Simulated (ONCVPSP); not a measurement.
## Pseudopotential generation for Cd (Z = 48): ONCV, PBEsol, scalar-relativistic.

ONCVPSP 4.0.1 input, shortened (lines: element, Z, core and valence counts, functional; n l f; lmax; l rc ep ncon nbas qcut; lloc lpopt rc5 dvloc0; l nproj debl; icmod fcfact rcfact), PBEsol, scalar-relativistic:

```
  Cd 48.00    8    1  -116133      upf
    1    0    2.00
    2    0    2.00
    2    1    6.00
    3    0    2.00
    3    1    6.00
    3    2   10.00
    4    0    2.00
    4    1    6.00
    4    2    9.00
    2
    0    1.35    0.26    4    8    4.10
    1    1.50    0.05    4    8    6.50
    2    1.40    0.00    4    9   11.60
    0    5    1.35    0.00
    0    0    1.30
    1    2    3.70
    2    2    3.10
    0    0.00    0.00
```

All-electron outer shells of the reference configuration (PBEsol, scalar-relativistic, ld1.x):

```csv
shell,level (eV),outermost node (bohr),outermost maximum (bohr)
4d,-45.81,0.41,0.97
```

(1) Does this generation succeed?

Answers

(1) No. ONCVPSP 4.0.1 stopped with "optimize: ERROR ps0norm > uunorm, code will stop": the continuity conditions at rc already need more norm inside rc than the all-electron wave has, so norm conservation cannot be met. It happened in the s channel.
